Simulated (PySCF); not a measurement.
FK, charge -1, doublet, at the geometry of the source list (a state made from the parent by changing its charge; the spin is typed, not shown lowest) (in this run its highest filled SCF level lies above zero, so its values depend strongly on the basis, on diffuse functions most of all); HF/def2-SV(P) (PySCF).

Here is a job for PySCF.
```python
from pyscf import gto, scf

mol = gto.Mole()
mol.atom = '''
    K    -0.53980000   -0.44520000   -0.72920000
    F     0.53980000    0.44520000    0.72920000
'''
mol.basis = 'def2-sv(p)'
mol.charge = -1
mol.spin = 1
mol.verbose = 4
mol.build()

mf = scf.UHF(mol)
mf.conv_tol = 1e-7
mf.kernel()
mf.analyze()
```

Q: What does PySCF print? Leave out banner, timings and long lists.

A: 
```
PySCF version 2.14.0

[INPUT] verbose = 4
[INPUT] num. atoms = 2
[INPUT] num. electrons = 29
[INPUT] charge = -1
[INPUT] spin (= nelec alpha-beta = 2S) = 1
[INPUT] symmetry False subgroup None
[INPUT] Mole.unit = angstrom
[INPUT] Symbol           X                Y                Z      unit          X                Y                Z       unit  Magmom
[...]
nuclear repulsion = 44.7699272795262
number of shells = 16
number of NR pGTOs = 75
number of NR cGTOs = 38
basis = def2-sv(p)
ecp = {}

******** <class 'pyscf.scf.uhf.UHF'> ********
method = UHF
initial guess = minao
damping factor = 0
level_shift factor = 0
DIIS = <class 'pyscf.scf.diis.CDIIS'>
diis_start_cycle = 1
diis_space = 8
diis_damp = 0
SCF conv_tol = 1e-07
SCF conv_tol_grad = None
SCF max_cycles = 50
direct_scf = True
direct_scf_tol = 1e-13
number electrons alpha = 15  beta = 14
Set gradient conv threshold to 0.000316228
init E= -698.074099596445

cycle= 1 E= -698.34229721796  delta_E= -0.268  |g|= 0.507  |ddm|= 0.901
cycle= 2 E= -698.407372169787  delta_E= -0.0651  |g|= 0.365  |ddm|= 0.854
cycle= 3 E= -698.451627824599  delta_E= -0.0443  |g|= 0.0187  |ddm|= 0.316
cycle= 4 E= -698.453219561506  delta_E= -0.00159  |g|= 0.00693  |ddm|= 0.303
cycle= 5 E= -698.453558664048  delta_E= -0.000339  |g|= 0.00202  |ddm|= 0.199
cycle= 6 E= -698.453590558656  delta_E= -3.19e-05  |g|= 0.000613  |ddm|= 0.0779
cycle= 7 E= -698.453593375242  delta_E= -2.82e-06  |g|= 0.000258  |ddm|= 0.0216
cycle= 8 E= -698.453593892765  delta_E= -5.18e-07  |g|= 5.44e-05  |ddm|= 0.0113
cycle= 9 E= -698.453593907297  delta_E= -1.45e-08  |g|= 9.09e-06  |ddm|= 0.00152
Extra cycle  E= -698.453593907437  delta_E= -1.39e-10  |g|= 4.93e-06  |ddm|= 6.49e-05
converged SCF energy = -698.453593907437  <S^2> = 0.75009906  2S+1 = 2.0000991
**** SCF Summaries ****
Total Energy =                        -698.453593907436584
Nuclear Repulsion Energy =              44.769927279526151
One-electron Energy =                -1060.051183290072913
Two-electron Energy =                  316.827662103110129
Two-electron Coulomb Energy =          359.862857782271192
DFT Exchange-Correlation Energy =      -43.035195679161063
**** MO energy ****
                             alpha | beta                alpha | beta
[...]
To work with the spin densities directly, `use mulliken_meta_spin()` only printing them here.

 ** Mulliken spin pop alpha/beta on meta-lowdin orthogonal AOs **
 ** Mulliken Spin Density (per AO)  **
spin_pop of  0 K 1s        0.00000
spin_pop of  0 K 2s        0.00004
spin_pop of  0 K 3s        0.00027
spin_pop of  0 K 4s        0.67709
spin_pop of  0 K 5s        0.21954
spin_pop of  0 K 2px      -0.00000
spin_pop of  0 K 2py      -0.00000
spin_pop of  0 K 2pz      -0.00000
spin_pop of  0 K 3px      -0.00006
spin_pop of  0 K 3py      -0.00007
spin_pop of  0 K 3pz      -0.00005
spin_pop of  0 K 4px       0.02559
spin_pop of  0 K 4py       0.01756
spin_pop of  0 K 4pz       0.04630
spin_pop of  0 K 3dxy     -0.00000
spin_pop of  0 K 3dyz     -0.00000
spin_pop of  0 K 3dz^2    -0.00000
spin_pop of  0 K 3dxz     -0.00000
spin_pop of  0 K 3dx2-y2   -0.00000
spin_pop of  0 K 4dxy      0.00012
spin_pop of  0 K 4dyz      0.00019
spin_pop of  0 K 4dz^2     0.00019
spin_pop of  0 K 4dxz      0.00023
spin_pop of  0 K 4dx2-y2    0.00010
spin_pop of  1 F 1s        0.00000
spin_pop of  1 F 2s        0.00721
spin_pop of  1 F 3s        0.00713
spin_pop of  1 F 2px      -0.00058
spin_pop of  1 F 2py      -0.00061
spin_pop of  1 F 2pz      -0.00050
spin_pop of  1 F 3px       0.00010
spin_pop of  1 F 3py       0.00008
spin_pop of  1 F 3pz       0.00013
spin_pop of  1 F 3dxy      0.00000
spin_pop of  1 F 3dyz      0.00000
spin_pop of  1 F 3dz^2     0.00000
spin_pop of  1 F 3dxz      0.00000
spin_pop of  1 F 3dx2-y2    0.00000
 ** Mulliken Spin Density (per atom)  **
spin density of  0 K =      0.98703
spin density of  1 F =      0.01297
 ** Mulliken pop alpha/beta on meta-lowdin orthogonal AOs **
 ** Mulliken pop       alpha | beta **
[...]
In total            15.00000 | 14.00000
 ** Mulliken atomic charges   ( Nelec_alpha | Nelec_beta ) **
charge of  0K =     -0.08352  (    10.03528      9.04824 )
charge of  1F =     -0.91648  (     4.96472      4.95176 )

WARN: System has nonzero charge -1; the dipole moment is origin-dependent.
Location of origin: [0. 0. 0.]

Dipole moment(X, Y, Z, Debye):  0.66763,  0.55063,  0.90189
```
